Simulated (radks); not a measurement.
Results of a calculation; reference values are marked as such.
Species: Nd2+. Configuration: [Xe] 4f3.75 6p0.25 (fractional occupations, a model configuration). Level of theory: Dirac Kohn-Sham, LDA (Slater exchange, Perdew-Wang correlation), spin-unpolarised, spherical densities, point nucleus; open shells are shared between the two j in proportion to 2j + 1 (a radial shooting solver on a logarithmic mesh with Libxc functionals).

Unscreened Slater integrals over Kohn-Sham orbitals (cm^-1). Large and small components are both included.

| integral | value |
|---|---|
| F0(6p3/2,6p3/2) | 44246 |
| F2(6p3/2,6p3/2) | 24270 |
| F0(6p3/2,6p1/2) | 45103 |
| G2(6p3/2,6p1/2) | 24560 |
| F0(6p3/2,4f7/2) | 57972 |
| F2(6p3/2,4f7/2) | 8991.7 |
| G2(6p3/2,4f7/2) | 2567.4 |
| G4(6p3/2,4f7/2) | 2318.0 |
| F0(6p3/2,4f5/2) | 58022 |
| F2(6p3/2,4f5/2) | 8879.6 |
| G2(6p3/2,4f5/2) | 2523.1 |
| G4(6p3/2,4f5/2) | 2279.3 |
| F0(6p1/2,6p1/2) | 46039 |
| F0(6p1/2,4f7/2) | 60136 |
| G4(6p1/2,4f7/2) | 2507.6 |
| F0(6p1/2,4f5/2) | 60191 |
| G2(6p1/2,4f5/2) | 2734.6 |
| F0(4f7/2,4f7/2) | 195390 |
| F2(4f7/2,4f7/2) | 89469 |
| F4(4f7/2,4f7/2) | 55478 |
| F6(4f7/2,4f7/2) | 39729 |
| F0(4f7/2,4f5/2) | 196610 |
| F2(4f7/2,4f5/2) | 90093 |
| F4(4f7/2,4f5/2) | 55878 |
| G2(4f7/2,4f5/2) | 89951 |
| G4(4f7/2,4f5/2) | 55794 |
| G6(4f7/2,4f5/2) | 39960 |
| F0(4f5/2,4f5/2) | 197850 |
| F2(4f5/2,4f5/2) | 90734 |
| F4(4f5/2,4f5/2) | 56290 |
